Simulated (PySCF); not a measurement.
Input of a response calculation (the driver script's job line, then coordinates in Å):

```
{"job": {"kind": "uv", "xc": "CAM-B3LYP", "basis": "def2-SVPD", "nstates": 8, "ntriplets": 3}, "charge": 0, "multiplicity": 1}
B     -2.395729     0.021325    -0.195734
O     -1.130344    -0.389502    -0.115986
Al     0.450307    -0.906090    -0.013828
C      1.917127     0.350921     0.173666
C      2.832998     1.135300     0.285967
H     -3.023579     0.162884     0.791588
H     -2.870964     0.237090    -1.252213
H      0.600651    -2.421968    -0.084467
H      3.633094     1.816033     0.385828
```

Computed, not measured: PySCF, TDDFT CAM-B3LYP/def2-SVPD, vertical, gas phase, core orbitals frozen in the response. Job line and output are in the format of a driver script around the code.

Question: What does the script print for it, SCF cycles aside?

Answer: 
```
converged SCF energy = -420.8572963611

Static polarisability (au): isotropic 63.204, principal 49.792 57.144 82.677

Singlet excitations
state   eV       nm        f      main configurations
  1   5.3909    230.0   0.00030   H-1->L 0.86, H-1->L+7 0.10
  2   5.7441    215.8   0.00009   H->L+1 0.44, H->L+2 0.43
  3   5.8491    212.0   0.03378   H-2->L 0.43, H->L 0.23, H-1->L+3 0.15
  4   6.2693    197.8   0.00022   H-2->L+3 0.42, H-2->L+1 0.20, H->L+3 0.10
  5   6.5010    190.7   0.11770   H->L 0.71, H-2->L 0.21
  6   6.7141    184.7   0.01846   H-3->L 0.95
  7   7.2316    171.4   0.00006   H->L+2 0.41, H->L+1 0.39
  8   7.7027    161.0   0.22487   H-1->L+1 0.38, H-2->L 0.20, H-1->L+2 0.17

Triplet excitations (Tamm-Dancoff, eV): 4.6805 5.0172 5.2194
```

Isolated species at its GFN2-xTB geometry, gas phase.

H and L stand for HOMO and LUMO.

Time: 14 s of wall time; peak memory 0.56 GiB. Hardware: an Arm Neoverse V1 with one thread (shared host).
